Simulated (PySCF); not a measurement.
Species: C₂H₅Cl₂Si₂ (doublet state).
SMILES with atom numbers: `[SiH2:1]/[CH:2]=[C:3](\[Cl:4])[SiH2:5][Cl:6]` (hydrogens: H7, H8 on Si1; H9 on C2; H10, H11 on Si5)

Cartesian coordinates in Å at the GFN2-xTB level; atoms count from 1:
```
atom  x, y, z in Å
Si1    2.4764   -0.3993    0.0248
C2     0.7092   -0.3520   -0.3706
C3    -0.2688    0.2692    0.3514
Cl4    0.2204    1.1051    1.8035
Si5   -2.1000    0.3563   -0.0012
Cl6   -2.4304   -0.6766   -1.7073
H7     3.3514   -1.1212   -0.8819
H8     3.0988    0.2199    1.1760
H9     0.3731   -0.8605   -1.2666
H10   -2.5412    1.7345   -0.2167
H11   -2.8836   -0.2728    1.0627
```

The hyperfine couplings belong to this conformer and change with its torsions.

Computed with UKS B3LYP, pcH-1 on C Cl H Si, non-relativistic, mean-field spin-orbit, GIAO in PySCF. One conformer (not necessarily the lowest) at the GFN2-xTB geometry, without solvent, vibrations or thermal averaging. Couplings are sensitive to structure, and on GFN2-xTB geometries they can be far from those on DFT ones, by a factor of two or more for some ions and for spin on atoms past the first row. Stability of the SCF solution: not tested.

Principal values of hyperfine tensors in MHz (contact, dipolar and spin–orbit terms together), for some of the nuclei:

```tsv
atom	isotope	A1	A2	A3	alike by the symmetry of this geometry
Si1	29Si	-283.80	-43.80	-43.10	none
H8	1H	-53.86	-40.40	-37.93	none
H7	1H	-53.49	-38.92	-36.00	none
C3	13C	8.74	10.85	101.72	none
C2	13C	-55.37	-27.28	-23.62	none
Si5	29Si	20.32	20.47	22.68	none
H10	1H	18.10	18.64	21.91	H11
H9	1H	4.06	4.69	12.85	none
```

Task: Split each tensor into its isotropic and traceless parts, and turn a_iso into mT with g = 2.0041.

Result: a_iso is a third of the trace, T = A − a_iso, and a(mT) = a(MHz)/(g × 13.996). The tensors hold a spin–orbit part: the run splits a_iso into a_FC + a_SO, and T includes its anisotropic share.

```json
{"atom": "Si1", "a_iso (MHz)": "-123.57", "a_FC": "-124.61", "a_SO": "1.05", "a_iso (mT)": "-4.405", "T1": "-160.24", "T2": "79.77", "T3": "80.47"}
{"atom": "H8", "a_iso (MHz)": "-44.06", "a_FC": "-44.07", "a_SO": "0.01", "a_iso (mT)": "-1.571", "T1": "-9.80", "T2": "3.66", "T3": "6.14"}
{"atom": "H7", "a_iso (MHz)": "-42.81", "a_FC": "-42.83", "a_SO": "0.02", "a_iso (mT)": "-1.526", "T1": "-10.69", "T2": "3.88", "T3": "6.80"}
{"atom": "C3", "a_iso (MHz)": "40.44", "a_FC": "40.29", "a_SO": "0.15", "a_iso (mT)": "1.442", "T1": "-31.70", "T2": "-29.59", "T3": "61.29"}
{"atom": "C2", "a_iso (MHz)": "-35.42", "a_FC": "-35.42", "a_SO": "0.00", "a_iso (mT)": "-1.263", "T1": "-19.95", "T2": "8.14", "T3": "11.80"}
{"atom": "Si5", "a_iso (MHz)": "21.16", "a_FC": "21.18", "a_SO": "-0.03", "a_iso (mT)": "0.754", "T1": "-0.84", "T2": "-0.69", "T3": "1.53"}
{"atom": "H10", "a_iso (MHz)": "19.55", "a_FC": "19.55", "a_SO": "0.00", "a_iso (mT)": "0.697", "T1": "-1.45", "T2": "-0.91", "T3": "2.36"}
{"atom": "H9", "a_iso (MHz)": "7.20", "a_FC": "7.20", "a_SO": "0.00", "a_iso (mT)": "0.257", "T1": "-3.14", "T2": "-2.51", "T3": "5.65"}
```

Task: What spin density at the nucleus of H10 lies behind its contact coupling (g_N = 5.58569)?

Result: a_FC = (2μ0/3) gₑ μB g_N μN ρ(0)/(2S·h) = 800.24 MHz × g_N × ρ(0)/(2S), with ρ in bohr⁻³. With a_FC = 19.55 MHz and 2S = 1, ρ(0) = 0.004374 bohr⁻³. In magnitude that is 1.4 % of the 1/π = 0.318 of a free hydrogen atom.

Task: Cl4 (35Cl, g_N = 0.54792) isn't in the table. Its spin density at the nucleus is 0.002634 bohr⁻³. What is its contact coupling?

Result: By the same relation, a_FC = 1.16 MHz. The spin–orbit term adds -0.08 MHz. Its full tensor has the principal values -7.38, -2.91, 13.53 MHz.

Task: Which nucleus of the table has the largest anisotropic coupling, and what is its form?

Result: Si1: -160.2, 79.8, 80.5 MHz (the dipolar term alone has -159.3, 79.2, 80.1), axial, in the ratio +1:+1:−2, the form that spin in one p orbital centred on that nucleus gives (the nuclear moment is negative).

Task: What first-order splitting does H8 cause when the field lies along A1, A2 or A3 of its tensor (g taken as isotropic, no quadrupole term)?

Result: 2 lines (I = 1/2), spaced by |A_i|/(g × 13.996): 1.92, 1.44, 1.35 mT along the axes of A1, A2 and A3.
